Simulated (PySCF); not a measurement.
## Relaxation of quintet Co₂S

Computed with PySCF, UPBE0, basis S def2-SVP, Co def2-SVP (no relativity, density fitting). A (50,194) grid was used.

A start displaced from a saddle point along its imaginary mode, of C2v symmetry, held to at least that symmetry:

```xyz
3
charge 0 multiplicity 5, angstrom
S     0.0000   -0.2500    0.0000
Co    0.0000    0.0678    2.0964
Co    0.0000    0.0678   -2.0964
```

Optimiser trace:
| step | E − E(last) (kJ/mol) | largest gradient (Eh/bohr) |
| --- | --- | --- |
| 0 | 80.15 | 0.00931 |
| 1 | 74.75 | 0.01121 |
| 2 | 68.14 | 0.01179 |
| 3 | 60.96 | 0.01091 |
| 4 | 41.76 | 0.01772 |
| 5 | 37.05 | 0.01860 |
| 6 | 24.04 | 0.01205 |
| 7 | 12.02 | 0.00546 |
| 8 | 2.84 | 0.01445 |
| 9 | 0.52 | 0.00278 |
| 10 | 0.09 | 0.00253 |
| 11 | 0.02 | 0.00133 |
| 12 | 0.00 | 0.00003 |

It ends at C2v with Co–Co 2.646 Å, S–Co 2.118 Å (×2); Co–Co–S 51.3° (×2), Co–S–Co 77.3°. A frequency run shows a minimum. Other isomers or separated fragments may lie lower.

With open d or f shells other occupations or spin states may lie lower.

The relaxation took roughly 5 core-minutes on a shared host.
